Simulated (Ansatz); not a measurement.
[10]phenacene, `c1ccc2c(c1)ccc1c2ccc2c1ccc1c2ccc2c3ccc4c5ccc6ccccc6c5ccc4c3ccc12`. The state is a triplet with charge 0. Geometry r2SCAN-D4/def2-SVP, that of the neutral singlet; atoms count from 1.

```xyz
66

C   -10.770   -1.348    2.534
C    -9.854   -2.116    3.281
C    -8.493   -2.018    3.039
C    -7.981   -1.150    2.043
C    -8.917   -0.374    1.289
C   -10.304   -0.492    1.554
C    -8.432    0.509    0.279
C    -7.094    0.627    0.019
C    -6.117   -0.127    0.744
C    -6.563   -1.018    1.760
C    -5.586   -1.763    2.476
C    -4.244   -1.643    2.212
C    -3.754   -0.764    1.206
C    -4.702    0.000    0.466
C    -4.208    0.880   -0.541
C    -2.868    1.001   -0.805
C    -1.888    0.255   -0.089
C    -2.338   -0.636    0.926
C    -1.359   -1.382    1.642
C    -0.018   -1.261    1.377
C     0.473   -0.382    0.370
C     1.889   -0.254    0.090
C     2.868   -1.001    0.805
C     4.208   -0.880    0.540
C     4.702    0.000   -0.466
C     6.117    0.127   -0.744
C     7.094   -0.628   -0.019
C     8.432   -0.510   -0.280
C     8.917    0.373   -1.291
C    10.304    0.489   -1.557
C    10.770    1.346   -2.537
C     9.853    2.115   -3.282
C     8.493    2.017   -3.040
C     7.981    1.150   -2.043
C     6.563    1.019   -1.759
C     5.586    1.765   -2.474
C     4.244    1.645   -2.210
C     3.754    0.765   -1.204
C     2.339    0.637   -0.924
C     1.359    1.383   -1.640
C     0.019    1.262   -1.375
C    -0.473    0.383   -0.369
H   -11.843   -1.432    2.730
H   -10.217   -2.795    4.057
H    -7.812   -2.627    3.636
H   -11.001    0.112    0.965
H    -9.156    1.098   -0.292
H    -6.775    1.316   -0.764
H    -5.899   -2.454    3.260
H    -3.548   -2.243    2.798
H    -4.903    1.481   -1.127
H    -2.559    1.693   -1.589
H    -1.668   -2.074    2.426
H     0.678   -1.862    1.962
H     2.559   -1.693    1.589
H     4.903   -1.482    1.126
H     6.775   -1.317    0.763
H     9.157   -1.100    0.290
H    11.001   -0.115   -0.968
H    11.843    1.429   -2.734
H    10.217    2.794   -4.059
H     7.812    2.627   -3.636
H     5.899    2.457   -3.258
H     3.548    2.247   -2.795
H     1.668    2.076   -2.424
H    -0.678    1.863   -1.961
```

Single mean-field runs in def2-SVP are fitted with def2-universal-jkfit. At PBE0-D4/def2-SVP a singlet of charge 0 lies 2.90 eV below the triplet at the same geometry.

Question: Estimate the Mulliken populations of the heavy atoms from the PBE0/def2-SVP orbitals of Ansatz.

Answer: 
| atom | charge (e) | spin (α − β) |
| --- | --- | --- |
| C1 | -0.01 | -0.03 |
| C2 | -0.01 | 0.03 |
| C3 | -0.05 | -0.03 |
| C4 | 0.04 | 0.04 |
| C5 | 0.00 | -0.04 |
| C6 | -0.03 | 0.03 |
| C7 | -0.01 | 0.09 |
| C8 | -0.04 | -0.06 |
| C9 | 0.02 | 0.13 |
| C10 | 0.05 | -0.09 |
| C11 | -0.04 | 0.18 |
| C12 | -0.04 | -0.06 |
| C13 | 0.04 | 0.17 |
| C14 | 0.04 | -0.15 |
| C15 | -0.05 | 0.41 |
| C16 | -0.04 | 0.02 |
| C17 | 0.04 | 0.19 |
| C18 | 0.04 | -0.03 |
| C19 | -0.05 | 0.30 |
| C20 | -0.05 | 0.43 |
| C21 | 0.04 | -0.13 |
| C22 | 0.03 | 0.20 |
| C23 | -0.04 | -0.09 |
| C24 | -0.04 | 0.18 |
| C25 | 0.04 | -0.08 |
| C26 | 0.02 | 0.05 |
| C27 | -0.04 | -0.02 |
| C28 | -0.01 | 0.03 |
| C29 | 0.00 | -0.02 |
| C30 | -0.03 | 0.01 |
| C31 | -0.01 | -0.01 |
| C32 | -0.01 | 0.01 |
| C33 | -0.05 | -0.01 |
| C34 | 0.04 | 0.02 |
| C35 | 0.05 | -0.04 |
| C36 | -0.04 | 0.06 |
| C37 | -0.04 | -0.04 |
| C38 | 0.04 | 0.09 |
| C39 | 0.04 | -0.12 |
| C40 | -0.04 | 0.31 |
| C41 | -0.04 | 0.04 |
| C42 | 0.04 | 0.14 |
Mulliken values depend strongly on the basis.

Question: Where does the spin sit?

Answer: Summed by element: C 2.10, H -0.10, of 2 unpaired in all. Largest on single atoms: C20 0.43, C15 0.41, C40 0.31.

Question: And the Mayer bond orders between heavy atoms (over 0.3, the first 40 of 51)?

Answer: C1–C2 1.30 (1.41 Å); C1–C6 1.46 (1.38 Å); C2–C3 1.47 (1.39 Å); C3–C4 1.32 (1.42 Å); C4–C5 1.28 (1.43 Å); C4–C10 1.15 (1.45 Å); C5–C6 1.29 (1.42 Å); C5–C7 1.19 (1.43 Å); C7–C8 1.54 (1.37 Å); C8–C9 1.22 (1.43 Å); C9–C10 1.31 (1.42 Å); C9–C14 1.17 (1.45 Å); C10–C11 1.26 (1.42 Å); C11–C12 1.45 (1.37 Å); C12–C13 1.30 (1.42 Å); C13–C14 1.28 (1.42 Å); C13–C18 1.11 (1.45 Å); C14–C15 1.27 (1.42 Å); C15–C16 1.28 (1.37 Å); C16–C17 1.42 (1.42 Å); C17–C18 1.18 (1.42 Å); C17–C42 1.07 (1.45 Å); C18–C19 1.44 (1.42 Å); C19–C20 1.15 (1.37 Å); C20–C21 1.36 (1.42 Å); C21–C22 1.14 (1.45 Å); C21–C42 1.23 (1.42 Å); C22–C23 1.27 (1.42 Å); C22–C39 1.27 (1.42 Å); C23–C24 1.49 (1.37 Å); C24–C25 1.23 (1.42 Å); C25–C26 1.19 (1.45 Å); C25–C38 1.31 (1.42 Å); C26–C27 1.21 (1.43 Å); C26–C35 1.33 (1.42 Å); C27–C28 1.55 (1.37 Å); C28–C29 1.19 (1.43 Å); C29–C30 1.29 (1.42 Å); C29–C34 1.28 (1.43 Å); C30–C31 1.47 (1.38 Å).
